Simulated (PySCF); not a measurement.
A side-by-side comparison of computed properties.

First species: C₄H₉ClOSi.
Atom-mapped SMILES: `[Cl:1][CH2:2][C@@H:3]1[CH2:4][CH2:5][SiH2:6][O:7]1` (hydrogens: H8, H9 on C2; H10 on C3; H11, H12 on C4; H13, H14 on C5; H15, H16 on Si6)

Second species: C₄H₉ClOSi.
InChI=1S/C4H9ClOSi/c1-6-7(5)4-2-3-4/h4,7H,2-3H2,1H3/t7-/m1/s1

Levels: wB97X-D/def2-SVPD for HOMO energy, LUMO energy, HOMO–LUMO gap and static isotropic polarisability; TDDFT wB97X-D/def2-SVPD for lowest singlet excitation; TDA wB97X-D/def2-SVPD for lowest triplet excitation (Tamm–Dancoff); ΔSCF wB97X-D/def2-SVPD for vertical ionisation energy. Geometries: PBE0-D3(BJ)/def2-SVP. All species are isolated and taken at one optimised geometry, non-relativistic unless stated; the electronic structure was computed with PySCF and density fitting.

Dipoles, sizes and rotational constants follow the conformer. The torsions of the flexible species, by atom-mapped SMILES:
- `[CH3:1][O:2][Si@@H:3]([Cl:4])[CH:5]1[CH2:6][CH2:7]1`: C1–O2–Si3–Cl4 54°, O2–Si3–C5–C6 161°

The conformers of `ClC[C@@H]1CC[SiH2]O1` aren't listed.

Values for the first species:

| Item | Value |
| --- | --- |
| HOMO energy | -10.01 eV |
| LUMO energy | 1.83 eV |
| HOMO–LUMO gap | 11.84 eV |
| Lowest singlet excitation | 7.19 eV |
| Lowest triplet excitation (Tamm–Dancoff) | 6.85 eV |
| Static isotropic polarisability | 87.9 au |
| Vertical ionisation energy | 10.19 eV |

Estimate the same properties for the second species, and the change in each.

```tsv
property	first	second	second less first
HOMO energy	-10.01 eV	-10.19 eV	-0.18 eV
LUMO energy	1.83 eV	2.19 eV	+0.36 eV
HOMO–LUMO gap	11.84 eV	12.38 eV	+0.54 eV
lowest singlet excitation	7.19 eV	7.96 eV	+0.77 eV
lowest triplet excitation (Tamm–Dancoff)	6.85 eV	7.68 eV	+0.83 eV
static isotropic polarisability	87.9 au	87.6 au	-0.3 au
vertical ionisation energy	10.19 eV	10.34 eV	+0.15 eV
```

On the first: The polarisability is 13.03 Å³ as a volume (1 au = 0.148185 Å³), or 1.22 au for each of the 72 electrons. The ΔSCF ionisation energy exceeds −ε(HOMO) by 0.18 eV with wB97X-D.

On the second: No computed singlet falls in the visible range (750 to 380 nm, 1.65 to 3.26 eV); S1 lies 4.70 eV above its blue end. The principal polarisabilities are 74.3, 87.8 and 100.7 au; their mean is the isotropic value.
